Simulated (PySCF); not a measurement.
NMR data simulated for an unnamed compound:

$^{1}$H NMR (400 MHz, computed): δ 9.31 (s, 1H), 6.51 (m, 1H), 5.57 (m, 1H), 5.48 (m, 1H), 3.61 (d, 2H).

$^{13}$C{$^{1}$H} NMR (computed): δ 202.9 (C), 197.6 (CH), 139.1 (CH), 125.7 (CH2), 46.7 (CH2).

Computational details: geometry: GFN2-xTB, NMR shieldings at PBE0/pcSseg-1/GIAO, in PySCF (rapidly exchanging positions averaged, non-relativistic Hamiltonian, no solvent, one conformer).

Shifts are taken against calculated references (same method and geometry level): $^{1}$H (31.72 ppm) and $^{13}$C (186.93 ppm) vs TMS.

Which of these does the molecule contain: a Si–H bond, a ketone, a Si–CH3 group, a three-membered ring, an aldehyde, a vinyl group CH=CH2?

Answers


- A Si–H bond: no.
- A ketone: yes (δC 202.9).
- A Si–CH3 group: no.
- A three-membered ring: no.
- An aldehyde: yes (δC 197.6; δH 9.31 (s)).
- A vinyl group CH=CH2: yes (δC 125.7, 139.1; δH 5.57 (m), 5.48 (m), 6.51 (m)).

The data belong to `C(C=C)C(=O)C=O`, C5H6O2; they needn't prove each group on their own.

Carbon signals by region: 2 in the far downfield region (above 160 ppm), 2 in the sp2 and nitrile region (100–160 ppm), 1 below 50 ppm. Above 160 ppm: 202.9, ketone carbonyl carbon, 197.6, aldehyde carbonyl carbon.

Shifts are as computed. Against solution values, carbons near 30 ppm lie about +3 ppm off and those near 130 ppm about +5 ppm. Of 1211 compounds with measured shifts, 218 miss one by over three times the rms of a fit or turn the order of signals round; such compounds aren't used in these exercises. Multiplicities follow the n + 1 count of equivalent neighbours, as no J values were calculated; m marks all less simple cases, F and P coupling included.
